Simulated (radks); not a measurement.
Problem. The mean radii <r> (bohr) of the occupied orbitals of an atom or ion are listed with their occupations. Calculated with a radial shooting solver on a logarithmic mesh with Libxc functionals: Dirac Kohn-Sham, PBE, spin-unpolarised, spherical densities, finite nucleus; Fermi nuclear charge, rms radius of each element as measured or else 0.836 A^(1/3) + 0.57 fm.

orbital  occ.     <r>
1s1/2       2  0.1290

Name the element and its charge. Open shells, if any, fill j = l - 1/2 first.

Solution. Z = 12, magnesium, charge +10: Mg10+ in [He]. The 1s radius gives Z: for a bare nucleus <r> = (2 gamma + 1)/(2Z) with gamma = sqrt(1 - (Z/c)^2), 0.1247 bohr for Z = 12, and screening makes it slightly larger (0.1290 here). The occupations add up to 2, and the charge is Z minus that.
